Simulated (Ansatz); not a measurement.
This geometry of C₃H₆OSi (11 atoms, charge 0, multiplicity 1) is a first-order saddle point.

The calculation used RKS r2SCAN-D4/def2-SVP (Ansatz).

```xyz
11
Properties=species:S:1:pos:R:3
C -0.847 1.324 2.331
C -0.387 0.461 1.598
Si 0.300 -0.771 0.423
C 0.578 0.037 -1.297
O -0.154 -0.585 -2.342
H -1.250 2.075 2.988
H 1.570 -1.310 0.996
H -0.682 -1.887 0.274
H 0.387 1.128 -1.232
H 1.644 -0.069 -1.560
H -1.094 -0.460 -2.159
```

(1) Which two structures does it join? (They come from a converged band through this point; their orientation in space is the band's.)

(2) How far does it lie above each of them?

Results:

(1) No bond is made or broken. The dihedral H7–Si3–C4–O5 goes from -173 to 62°.

Initial state:

```xyz
11
Properties=species:S:1:pos:R:3
C -1.502 0.896 1.864
C -0.662 0.184 1.334
Si 0.585 -0.828 0.436
C 0.781 0.021 -1.253
O -0.484 0.177 -1.876
H -2.238 1.513 2.349
H 1.859 -0.863 1.215
H 0.048 -2.209 0.279
H 1.325 0.984 -1.144
H 1.398 -0.606 -1.920
H -1.046 0.674 -1.263
```

Final state:

```xyz
11
Properties=species:S:1:pos:R:3
C -0.754 1.633 2.323
C -0.426 0.703 1.601
Si 0.081 -0.639 0.458
C 0.415 0.030 -1.290
O 0.724 -1.043 -2.173
H -1.043 2.446 2.965
H 1.299 -1.318 0.984
H -1.020 -1.646 0.357
H -0.428 0.655 -1.651
H 1.297 0.692 -1.268
H -0.079 -1.569 -2.284
```

(2) 15.1 kJ/mol above the first and 10.3 kJ/mol above the second. This is the barrier of this one path; another mechanism may lie lower.

The run took 80 s on 2 threads of Arm Neoverse V2, on a shared host, peak memory 0.17 GiB.
